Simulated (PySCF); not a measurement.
Compound: C4H5BF2.
SMILES: `FB(F)CC1=CC1`

Jobs on this species (12 atoms, 52 electrons) with PySCF (density fitting). Hardware of each: Arm Neoverse N1, one thread (shared host). Other jobs ran on the host; a repeat could differ by tens of per cent or more. Peak memory is the resident size of the whole Python process, interpreter and libraries included.

```tsv
level and settings	work	basis functions	SCF cycles	wall time	peak memory
PBE0-D3(BJ)/def2-SVP, grid level 1	geometry optimisation from a GFN2-xTB start shaken at random	123	?	?	?
delta-SCF UKS SCAN, pcX-2 on the ionised atom, pcseg-1 elsewhere, non-relativistic	ΔSCF core ionisation, 6 holes	154	127	79 s	0.56 GiB
delta-SCF UKS PBE0, pcX-2 on the ionised atom, pcseg-1 elsewhere, spin-free X2C	ΔSCF core ionisation, 6 holes	154	100	91 s	0.59 GiB
delta-SCF UKS B3LYP, pcX-2 on the ionised atom, pcseg-1 elsewhere, spin-free X2C	ΔSCF core ionisation, 6 holes	154	101	93 s	0.62 GiB
delta-SCF UKS SCAN, pcX-1 on the ionised atom, pcseg-1 elsewhere, spin-free X2C	ΔSCF core ionisation, 6 holes	133	121	66 s	0.50 GiB
delta-SCF UKS PBE, pcX-2 on the ionised atom, pcseg-1 elsewhere, spin-free X2C	ΔSCF core ionisation, 6 holes	154	107	48 s	0.56 GiB
delta-SCF UKS SCAN, def2-TZVP on the ionised atom, pcseg-1 elsewhere, spin-free X2C	ΔSCF core ionisation, 6 holes	140	122	73 s	0.50 GiB
delta-SCF UKS SCAN, pcX-2 on the ionised atom, pcseg-1 elsewhere, spin-free X2C	ΔSCF core ionisation, 6 holes	154	127	83 s	0.53 GiB
delta-SCF UKS HF, pcX-2 on the ionised atom, pcseg-1 elsewhere, spin-free X2C	ΔSCF core ionisation, 6 holes	154	102	57 s	0.58 GiB
```

Fill in the missing figures.

- PBE0-D3(BJ)/def2-SVP, grid level 1; geometry optimisation from a GFN2-xTB start shaken at random: 82 s, 0.51 GiB, 59 SCF cycles

What do all jobs in the table cost together?

About 11 min; the longest takes about 14 % of that, and about 1.9 times as long as the shortest.
